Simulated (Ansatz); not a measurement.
Mulliken charges of CH₃BiClFO, SMILES `C[O][Bi]([F])[Cl]` from PBE/def2-TZVPP in Ansatz (PBE0-D4/def2-TZVP geometry).

| atom | x (Å) | y (Å) | z (Å) | charge (e) |
| --- | --- | --- | --- | --- |
| C1 | -0.515 | 0.217 | 0.970 | -0.139 |
| O2 | -0.926 | -0.658 | -0.063 | -0.478 |
| Bi3 | 0.186 | -0.983 | -1.722 | 1.114 |
| F4 | 1.911 | -1.312 | -0.748 | -0.450 |
| Cl5 | 0.701 | 1.335 | -2.256 | -0.366 |
| H6 | -1.282 | 0.187 | 1.748 | 0.108 |
| H7 | 0.440 | -0.091 | 1.404 | 0.111 |
| H8 | -0.423 | 1.248 | 0.611 | 0.099 |

Problem. By hand: the dipole of these point charges (1 e Å = 4.8032 D).

Solution. Σ q r = (-0.527, -0.575, -0.456) e Å, of length 0.903 e Å = 4.34 D.

Problem. How does the dipole of the full density compare? (Estimate.)

Solution. The calculation gave: (-0.388, -0.366, -0.251) e Å, 2.83 D; the point charges give 1.53 times that, at 6° from its direction.

Point charges leave out the atoms' own dipoles, such as those of lone pairs, and Mulliken's split depends on the basis, so the two needn't agree.
